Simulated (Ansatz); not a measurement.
Relaxation of the cluster B8⁺ with UKS PBE-D4/def2-SVP.

```sh
$ ansatz run in.yaml --threads 4 --pin off --events-out ev --progress --plain --max-ram 4787MiB
```

```yaml
crystal:
  periodic: [false, false, false]
  atoms:
    - {symbol: B, position_ang: [0.807290, -1.589140, 0.061740]}
    - {symbol: B, position_ang: [-0.010040, 0.001140, -0.576510]}
    - {symbol: B, position_ang: [-0.035920, 1.793240, 0.088510]}
    - {symbol: B, position_ang: [1.759450, -0.364390, 0.068170]}
    - {symbol: B, position_ang: [-0.743460, -1.631520, 0.095680]}
    - {symbol: B, position_ang: [-1.730190, -0.433240, 0.105230]}
    - {symbol: B, position_ang: [-1.417240, 1.086200, 0.100480]}
    - {symbol: B, position_ang: [1.370110, 1.137710, 0.056710]}
basis:
  gaussian: {orbitals: def2-SVP}
total_charge: 1
magnetization: {spin_polarized: true, initial_magnetization: 1}
hamiltonian: {xc: pbe, dispersion: d4}
scf: {lower_state_search: "off"}
output: {orbitals: {seedname: orbitals}}
relax: {f_tol: 0.02, max_steps: 100}
```

Run time 12 s (4 threads of Intel Xeon Platinum 8488C on a shared host).

Positions (Å) and forces (eV/Å) at steps 1, 2, 3, 4, 5, 6, 7, 8, 9, 10, 12 of 12:

```xyz
8
step=1 energy=-5381.5286 eV
B     0.807   -1.589    0.062    0.180   -0.571   -0.372
B    -0.010    0.001   -0.577    0.058   -0.006    2.194
B    -0.036    1.793    0.089   -0.824    0.503   -0.399
B     1.759   -0.364    0.068    0.309   -1.141   -0.337
B    -0.743   -1.632    0.096    0.772   -0.953   -0.337
B    -1.730   -0.433    0.105   -0.693    0.271   -0.197
B    -1.417    1.086    0.100    0.077    1.064   -0.362
B     1.370    1.138    0.057    0.123    0.833   -0.190
8
step=2 energy=-5381.9495 eV
B     0.833   -1.647   -0.007    0.056   -0.126   -0.264
B    -0.007    0.001   -0.431    0.038   -0.016    1.219
B    -0.059    1.845    0.025   -0.053   -0.009   -0.187
B     1.770   -0.395    0.053   -0.137   -0.225   -0.124
B    -0.727   -1.663    0.078    0.236   -0.044   -0.125
B    -1.727   -0.421    0.139   -0.044    0.139   -0.178
B    -1.443    1.134    0.049    0.025    0.104   -0.171
B     1.360    1.147    0.095   -0.120    0.178   -0.171
8
step=3 energy=-5382.0912 eV
B     0.848   -1.679   -0.094   -0.084    0.173    0.067
B    -0.004    0.000   -0.269    0.000    0.015    0.362
B    -0.064    1.864   -0.022    0.051   -0.180   -0.026
B     1.765   -0.407    0.062   -0.159   -0.016   -0.121
B    -0.716   -1.670    0.083    0.101    0.123   -0.116
B    -1.730   -0.416    0.135    0.045    0.016   -0.065
B    -1.456    1.151    0.012    0.096   -0.118   -0.038
B     1.358    1.156    0.092   -0.051   -0.014   -0.064
8
step=4 energy=-5382.1196 eV
B     0.847   -1.678   -0.061   -0.090    0.175   -0.003
B    -0.003    0.000   -0.191   -0.002    0.008    0.157
B    -0.062    1.859   -0.016   -0.025   -0.113    0.004
B     1.769   -0.402    0.028   -0.032   -0.009   -0.012
B    -0.722   -1.669    0.054    0.031    0.023   -0.016
B    -1.742   -0.420    0.107   -0.012   -0.044   -0.059
B    -1.455    1.147    0.013    0.088   -0.027   -0.006
B     1.367    1.162    0.065    0.042   -0.014   -0.065
8
step=5 energy=-5382.0901 eV rejected
B     0.820   -1.624   -0.018    0.318   -0.388    0.034
B    -0.001    0.001   -0.005    0.019   -0.030    0.009
B    -0.065    1.815    0.005    1.265    0.613   -0.038
B     1.786   -0.395   -0.016    0.105    0.388   -0.053
B    -0.735   -1.673    0.014   -0.505    0.121   -0.041
B    -1.796   -0.441    0.018    0.411    0.204    0.046
B    -1.425    1.128    0.026   -1.225   -0.692   -0.011
B     1.415    1.190   -0.025   -0.387   -0.216    0.054
8
step=6 energy=-5382.1256 eV
B     0.834   -1.649   -0.027   -0.094    0.105    0.042
B    -0.003    0.002   -0.098    0.020   -0.024    0.090
B    -0.048    1.843    0.004   -0.364   -0.139   -0.021
B     1.787   -0.386    0.005   -0.100   -0.507   -0.066
B    -0.745   -1.672    0.032    0.479   -0.209   -0.064
B    -1.766   -0.437    0.050   -0.100    0.227    0.023
B    -1.455    1.129    0.029    0.354    0.270   -0.035
B     1.397    1.169    0.005   -0.195    0.277    0.030
8
step=7 energy=-5382.1389 eV
B     0.833   -1.649   -0.015    0.035   -0.063   -0.039
B    -0.001    0.001   -0.047    0.009   -0.014    0.031
B    -0.056    1.841    0.000    0.041    0.063    0.008
B     1.784   -0.395   -0.019    0.014    0.049    0.034
B    -0.736   -1.675    0.014   -0.050    0.012    0.033
B    -1.767   -0.432    0.045    0.058    0.011   -0.044
B    -1.449    1.135    0.018   -0.066   -0.009    0.017
B     1.392    1.175    0.003   -0.041   -0.049   -0.040
8
step=8 energy=-5382.1397 eV
B     0.837   -1.656   -0.019    0.007   -0.004    0.027
B    -0.001    0.000   -0.033    0.001   -0.005    0.027
B    -0.058    1.845    0.006    0.042    0.038   -0.020
B     1.782   -0.397   -0.013    0.019    0.079   -0.040
B    -0.733   -1.675    0.020   -0.076    0.028   -0.044
B    -1.763   -0.429    0.026    0.039   -0.040    0.043
B    -1.450    1.138    0.027   -0.054   -0.028   -0.027
B     1.387    1.173   -0.015    0.021   -0.068    0.035
8
step=9 energy=-5382.1274 eV rejected
B     0.827   -1.635   -0.045    0.031   -0.120    0.057
B     0.000    0.001    0.026    0.008   -0.030   -0.052
B    -0.052    1.845   -0.018   -0.267   -0.056    0.037
B     1.797   -0.390   -0.017   -0.133   -0.359   -0.016
B    -0.748   -1.679    0.008    0.392   -0.131    0.009
B    -1.755   -0.433    0.045   -0.266    0.139   -0.059
B    -1.453    1.131    0.002    0.181    0.229    0.053
B     1.384    1.161   -0.002    0.054    0.328   -0.029
8
step=10 energy=-5382.1409 eV
B     0.835   -1.652   -0.016    0.007   -0.011    0.004
B     0.000    0.000   -0.014    0.003   -0.008    0.008
B    -0.057    1.846    0.002    0.001    0.005    0.001
B     1.785   -0.396   -0.021   -0.018   -0.002   -0.004
B    -0.736   -1.676    0.012    0.010    0.011   -0.006
B    -1.763   -0.430    0.028   -0.002   -0.001    0.003
B    -1.451    1.137    0.022   -0.005    0.002   -0.004
B     1.387    1.171   -0.013    0.004    0.004   -0.001
8
step=12 energy=-5382.1410 eV
B     0.836   -1.654   -0.013    0.000    0.000   -0.001
B     0.000    0.000    0.000   -0.001    0.000    0.000
B    -0.057    1.846    0.002   -0.002   -0.003    0.003
B     1.784   -0.396   -0.026   -0.002    0.003    0.004
B    -0.736   -1.676    0.009   -0.001    0.004   -0.001
B    -1.762   -0.430    0.024   -0.001   -0.002    0.001
B    -1.452    1.138    0.021    0.003   -0.001   -0.001
B     1.387    1.171   -0.017    0.003   -0.001   -0.004
```

The relaxation made no stability test and no search for a lower SCF solution. The structure comes from a short search, and lower isomers may exist.
